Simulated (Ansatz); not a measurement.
C₂H₅FSeSi (`F[SiH]1CC[Se]1`), relaxed with RKS PBE-D4/def2-SVP in Ansatz 0.2.0 from a rough embedded geometry. The force threshold is 0.03 eV/Å; the program also tests the step.

The species carries charge 0 and has multiplicity 1.

Start:

```xyz
10

F     1.426   -0.048    2.177
Si    0.003    0.317    1.361
C     0.366    0.545   -0.408
C    -0.353   -0.750   -1.041
Se   -1.043   -1.558    0.659
H    -0.896    1.334    1.942
H     1.448    0.514   -0.665
H    -0.128    1.445   -0.859
H     0.354   -1.367   -1.486
H    -1.175   -0.431   -1.681
```

| step | energy (eV) | largest force (eV/Å) | largest move (Å) |
| --- | --- | --- | --- |
| 1 | -78067.9512 | 3.387 | 0.000 |
| 2 | -78068.2845 | 0.924 | 0.122 |
| 3 | -78068.3707 | 0.616 | 0.085 |
| 4 (rejected) | -78068.3671 | 0.649 | 0.037 |
| 5 | -78068.3885 | 0.081 | 0.018 |
| 6 | -78068.3886 | 0.056 | 0.014 |
| 7 | -78068.3891 | 0.004 | 0.007 |

End:

```xyz
10

F     1.331    0.045    2.264
Si   -0.009    0.285    1.342
C     0.365    0.556   -0.490
C    -0.344   -0.715   -1.026
Se   -1.079   -1.601    0.641
H    -0.806    1.302    2.107
H     1.454    0.556   -0.702
H    -0.055    1.493   -0.909
H     0.337   -1.427   -1.529
H    -1.194   -0.494   -1.698
```

Run time 13 s (4 threads of an Arm Neoverse V1 on a shared host); peak host memory 0.18 GiB.
